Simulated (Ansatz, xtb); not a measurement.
**BCl2FH2Si: 7 structures ranked**

7 gas-phase structures of BCl2FH2Si, found in a search over its isomers (lower ones may exist). Each was relaxed with GFN2-xTB; where two conformers were screened, the lower at r2SCAN-D4/def2-SVP is listed:

A. `F[BH2-][Si+](Cl)Cl`, a singlet
B. `FB[SiH](Cl)Cl`, a singlet
C. `FB(Cl)[SiH2]Cl`, a singlet
D. `F[Si@H](Cl)BCl`, a singlet
E. a singlet given by its coordinates
F. `F[SiH2]B(Cl)Cl`, a singlet
G. `B[Si](F)(Cl)Cl`, a singlet

E (Å):

```yaml
atoms:
  - { symbol: B, position_ang: [1.6083, 0.4653, 1.0476] }
  - { symbol: Cl, position_ang: [-1.0673, -0.9767, -0.9306] }
  - { symbol: Cl, position_ang: [0.3288, 1.8762, 0.5797] }
  - { symbol: F, position_ang: [-1.2378, -0.4236, 1.8242] }
  - { symbol: Si, position_ang: [-0.0620, -0.4288, 0.7099] }
  - { symbol: H, position_ang: [1.9559, 0.6060, 2.1612] }
  - { symbol: H, position_ang: [2.4505, 0.4214, 0.2294] }
```

Close contacts (Å): B1–Cl3 1.96, B1–Si5 1.92, Cl2–Si5 2.00, Cl3–Si5 2.34, F4–Si5 1.62, B1–H6 1.18, B1–H7 1.17.

Task: Make a reasoned guess at their ranking by r2SCAN-D4/def2-SVP single-point energy.

Result: Calculated order at r2SCAN-D4/def2-SVP: C (0.0), B (5.1), F (7.9), G (9.5), D (9.6), E (17.0), A (32.1) kcal/mol. Less than 1 kcal/mol parts G and D, so the order within that pair means little.

Energies above the lowest of each column, in kcal/mol; the last columns are at B3LYP-D3(BJ)/def2-SVP geometries and were run for some of them only (a dash: not run or not comparable):

| structure | GFN2-xTB | HF/STO-3G | r2SCAN-D4/def2-SVP | B3LYP-D3(BJ)/def2-SVP | CCSD(T)/def2-SVP + ΔMP2/def2-TZVPP |
| --- | --- | --- | --- | --- | --- |
| C | 8.3 | 1.3 | 0.0 | 0.0 | 0.0 |
| B | 2.8 | 0.0 | 5.1 | 4.4 | 2.0 |
| F | 6.2 | 42.4 | 7.9 | 7.5 | 3.8 |
| G | 1.9 | 31.8 | 9.5 | 9.4 | – |
| D | 0.0 | 37.6 | 9.6 | 8.4 | – |
| E | 0.7 | 44.7 | 17.0 | – | – |
| A | 10.4 | 56.1 | 32.1 | – | – |

CCSD(T)/def2-SVP + ΔMP2/def2-TZVPP puts C lowest of those it was run on; GFN2-xTB picks D, HF/STO-3G picks B. Flexible structures stand in one conformer each, not always the lowest. Frequencies (B3LYP-D3(BJ)/def2-SVP) were run for B, C, F alone. The ΔMP2 step shifts differences by up to 3.8 kcal/mol, which makes them less sure. ΔMP2 is the change of the MP2 energy from the smaller to the larger basis.

Over these structures GFN2-xTB departs from r2SCAN-D4/def2-SVP by 7.5 kcal/mol on average once a common shift is removed. A GFN2-xTB relaxation took about 0.24 s and the r2SCAN-D4/def2-SVP energy about 2.4 s on a shared host (Ansatz 0.2.0, xtb 6.7.1).
